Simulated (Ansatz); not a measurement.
Calculated with Ansatz (gas phase, PBE0-D4/def2-TZVP geometries, no zero-point term in ΔE). CCSD(T)/CBS is the MP2 limit (def2-TZVPP, def2-QZVPP) plus CCSD(T) − MP2 in def2-TZVPP, frozen cores. This one scheme is used for every species. Functionals use def2-TZVPP. One conformer a species, not always the lowest.

Consider the cleavage of the Si–B bond: `FB[Si](Cl)(Cl)Cl` + HCl → `Cl[Si](Cl)(Cl)Cl` + `BF`.

```csv
level,ΔE (kJ/mol),difference from CCSD(T)/CBS
LDA (SPW92),-98.5,15.0
PBE-D4,-99.2,14.3
r2SCANh-D4,-112.6,0.9
r2SCAN0-D4,-114.4,-0.9
BHLYP-D4,-117.1,-3.6
B2PLYP,-113.5,0.0
PBE0,-105.1,8.4
r2SCAN0,-114.6,-1.1
BHLYP,-114.8,-1.3
LC-ωPBE,-108.9,4.6
HF/def2-TZVPP,-120.3,-6.8
MP2/def2-TZVPP,-122.4,-8.9
CCSD(T)/def2-TZVPP,-109.2,4.3
HF/def2-QZVPP,-121.0,-7.5
MP2/def2-QZVPP,-125.1,-11.6
MP2/CBS(def2),-126.6,-13.1
CCSD(T)/CBS,-113.5,0
```

**Question.** What do rigid-rotor, harmonic-oscillator terms from PBE0-D4/def2-TZVP frequencies (298.15 K, 1 bar) make of the CCSD(T)/CBS value? (Best estimate.)

**Answer.** Computed: ΔZPE = +5.0 kJ/mol, ΔH = -111.3 kJ/mol, ΔS = -25 J/(mol·K), ΔG = -103.8 kJ/mol. Modes under 50 cm⁻¹ make the entropy rough.

Largest T1 diagnostic among the species: 0.013.

At CCSD(T), def2-SVP lies +6.0 kJ/mol from the extrapolated value and def2-TZVPP +4.3 kJ/mol. Leaving LDA and LC-ωPBE aside and taking each functional with its dispersion term where it has one, the values spread over 17.9 kJ/mol, from BHLYP-D4 to PBE-D4.
